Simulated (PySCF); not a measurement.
Gas-phase reaction: 3 AsH₂ = 2 AsH₃ + As

Method: PySCF energies plus ideal-gas RRHO corrections (1 bar). † marks an energy on the PBE0/def2-TZVP geometry and frequencies; other levels use their own. CCSD(T) freezes the core. 6-31G* has spherical d functions here. Open shells (unrestricted): AsH₂ (multiplicity 2), As (multiplicity 4); the rest are closed-shell singlets. B3LYP is the form with VWN-RPA correlation. As: all electrons, no relativistic terms. AsH₂: computed as isolated molecules; such fragments, hydroxides, amides, oligomers or adducts are transient or little studied in the gas. CCSD(T) isn't extrapolated to the basis-set limit; its ΔH°(298 K) is -83.2 kJ in def2-SVP and -72.0 kJ in def2-TZVPP. The harmonic model lacks anharmonicity and excited electronic states, which grow with temperature; levels with a mode under 35 cm⁻¹ are left out.

```json
[
 {"level": "B3LYP/6-31G*", "ΔE electronic, kJ": "-58", "ΔH°(298 K), kJ": "-43", "ΔS°(298 K), J/K": "-56", "ΔG°(2000 K), kJ": "65"},
 {"level": "BLYP/def2-TZVP†", "ΔE electronic, kJ": "-46", "ΔH°(298 K), kJ": "-31", "ΔS°(298 K), J/K": "-56", "ΔG°(2000 K), kJ": "75"},
 {"level": "CCSD(T)/def2-SVP†", "ΔE electronic, kJ": "-98", "ΔH°(298 K), kJ": "-83", "ΔS°(298 K), J/K": "-56", "ΔG°(2000 K), kJ": "23"},
 {"level": "CCSD(T)/def2-TZVPP†", "ΔE electronic, kJ": "-87", "ΔH°(298 K), kJ": "-72", "ΔS°(298 K), J/K": "-56", "ΔG°(2000 K), kJ": "34"},
 {"level": "HF/6-31G*", "ΔE electronic, kJ": "-88", "ΔH°(298 K), kJ": "-71", "ΔS°(298 K), J/K": "-56", "ΔG°(2000 K), kJ": "38"},
 {"level": "HF/def2-TZVP†", "ΔE electronic, kJ": "-77", "ΔH°(298 K), kJ": "-62", "ΔS°(298 K), J/K": "-56", "ΔG°(2000 K), kJ": "44"},
 {"level": "M06-2X/def2-TZVP†", "ΔE electronic, kJ": "-50", "ΔH°(298 K), kJ": "-35", "ΔS°(298 K), J/K": "-56", "ΔG°(2000 K), kJ": "71"},
 {"level": "PBE0/def2-QZVP†", "ΔE electronic, kJ": "-63", "ΔH°(298 K), kJ": "-48", "ΔS°(298 K), J/K": "-56", "ΔG°(2000 K), kJ": "58"},
 {"level": "PBE0/def2-SVP†", "ΔE electronic, kJ": "-66", "ΔH°(298 K), kJ": "-52", "ΔS°(298 K), J/K": "-56", "ΔG°(2000 K), kJ": "55"},
 {"level": "r2SCAN/def2-TZVP†", "ΔE electronic, kJ": "-53", "ΔH°(298 K), kJ": "-38", "ΔS°(298 K), J/K": "-56", "ΔG°(2000 K), kJ": "68"},
 {"level": "ωB97X-V/def2-TZVP†", "ΔE electronic, kJ": "-57", "ΔH°(298 K), kJ": "-42", "ΔS°(298 K), J/K": "-56", "ΔG°(2000 K), kJ": "64"}
]
```
ΔH° is lowest at CCSD(T)/def2-SVP† and highest at BLYP/def2-TZVP†. No reference value is set beside these.
